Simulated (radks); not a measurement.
Results of a calculation; reference values are marked as such.
The technetium ion Tc2+ inside a hard spherical wall (all orbitals vanish at R), configuration held at [Kr] 4d5 and not refilled when levels cross. Code: a radial shooting solver on a logarithmic mesh with Libxc functionals. Model: scalar-relativistic Kohn-Sham, PBE, spin-polarised, spherical densities, finite nucleus; open shells are filled with parallel spins first (spin-orbit coupling, left out, can overturn this in heavy ions); Fermi nuclear charge, rms radius 4.4112 fm. Eigenvalues in eV for spin up, with the zero of energy where the potential of the charges vanishes at infinity; a dash marks a level that is unbound or too diffuse for the functional's potential to be trusted. A positive occupied level is held by the wall or, in an anion where self-interaction has pushed it up, behind a barrier. The pressure on the wall is -dE/dV.

R (bohr)	E (hartree)	kinetic (hartree)	e(3d)	e(4s)	e(4p)	e(4d)	e(5s, empty)	e(5p, empty)	pressure (GPa)
free	-4284.85271	4424.346	-265.88	-90.717	-62.823	-23.819	-19.127	-13.606	0
20	-4284.85271	4424.346	-265.88	-90.717	-62.823	-23.819	-19.127	-13.606	< 0.0001
15	-4284.85271	4424.346	-265.88	-90.717	-62.823	-23.819	-19.127	-13.606	< 0.0001
12	-4284.85271	4424.346	-265.88	-90.717	-62.823	-23.819	-19.127	-13.606	< 0.0001
8	-4284.85270	4424.346	-265.88	-90.716	-62.822	-23.818	-19.122	-13.568	0.000865
7	-4284.85261	4424.348	-265.87	-90.710	-62.817	-23.812	-19.095	-13.448	0.0108
5	-4284.84486	4424.419	-265.55	-90.433	-62.552	-23.553	-18.169	-11.453	1.54
4	-4284.79053	4424.787	-264.20	-89.327	-61.505	-22.424	-14.687	-6.018	18.7
3	-4284.33549	4427.257	-257.99	-84.723	-57.043	-16.869	1.802	15.448	300
2	-4278.68734	4452.291	-223.67	-59.861	-30.064	17.981	101.92	127.34	9990
1.5	-4257.93982	4524.887	-162.42	1.648	38.512	98.748	322.77	355.74	88200
